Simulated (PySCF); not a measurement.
Method: TPSSh-D3(BJ)/def2-TZVP in PySCF. Isolated molecules, 0 K electronic values unless said otherwise. One relaxed conformer stands for a flexible species; it need not be the lowest. 

Reference species (SMILES): `[SH][Al]([SH])[SH]` (neutral, multiplicity 1).

```json
{
  "HOMO–LUMO gap": "6.09 eV",
  "LUMO": "-1.00 eV"
}
```

Changed species: `[AlH3]` (3 of 3 SH replaced by H; the reference has 0 of 3 SH replaced by H).

Q: Predict the effect on the HOMO–LUMO gap and LUMO.

A: the HOMO–LUMO gap falls by 0.05 eV, to 6.04 eV; the LUMO decreases by 1.01 eV, to -2.01 eV.
